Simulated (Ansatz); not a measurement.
A structure relaxed at PBE-D4/def2-TZVPD in Ansatz, charge -1, doublet:

```tsv
atom	x (Å)	y (Å)	z (Å)
Pd1	1.388	0.400	-0.022
Pd2	0.096	-1.392	-1.320
Pd3	-1.120	-0.116	0.797
H4	-1.339	0.899	1.997
H5	-1.292	-1.520	-0.464
H6	2.469	0.633	-1.174
H7	-0.202	1.096	0.185
```

(1) Give its formula.

(2) Summarise the bond lengths by kind (pairs closer than 1.2 times the sum of covalent radii, bridged metal pairs left out).

Answers

(1) Pd3H4⁻.

(2) 1 × Pd–Pd 2.56 Å; 6 × H–Pd 1.59 to 1.90 Å.

In the def2 sets Pd takes a core potential; there is no spin–orbit coupling. Another isomer (doublet) lies 0.06 eV lower at PBE-D4/def2-TZVPD; other spin states weren't run for this one.
